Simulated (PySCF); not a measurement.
## Dipole response of Re³⁺ (rhenium, charge +3)

[Xe] 4f14 5d4, high-spin 5D determinant. All numbers are calculated (PySCF 2.14, the spin-free X2C one-electron Hamiltonian (Gaussian nucleus), in ANO-RCC-VTZP (8s7p5d3f2g1h, 104 functions)). Coupled (time-dependent) response in atomic units; α is the mean over directions. The basis has no added diffuse functions, which lowers α and C₆.

```tsv
method	mean α (bohr³)	α xx, yy, zz	C₆ (like pair)	S(−4)
PBE	6.668	6.364, 6.364, 7.276	35.73	14.82
```

S(−4) is the Cauchy moment in α(ω) = α(0) + S(−4) ω² + …

Spin-orbit coupling is absent.

α(iu) at PBE:

```csv
u (hartree),α(iu) (bohr³)
0,6.668
0.0500,6.631
0.100,6.526
0.200,6.163
0.300,5.706
0.500,4.838
0.750,4.018
1.00,3.407
1.50,2.526
2.00,1.925
3.00,1.208
5.00,0.6096
```

A single London oscillator, α(iu) = α/(1 + u²/ω²), gives C₆ = (3/4) ω α². Matching the computed C₆ needs ω = 4 × 35.73 / (3 × 6.668²) = 1.07 hartree.

For an ion, C₆ is the dispersion term alone; charge-induced terms of lower order in 1/R come first.

The components differ because the open shell of this determinant is not spherical; for a pure term their mean is the scalar polarisability.

Spin-orbit coupling, absent here, splits the open shell strongly.
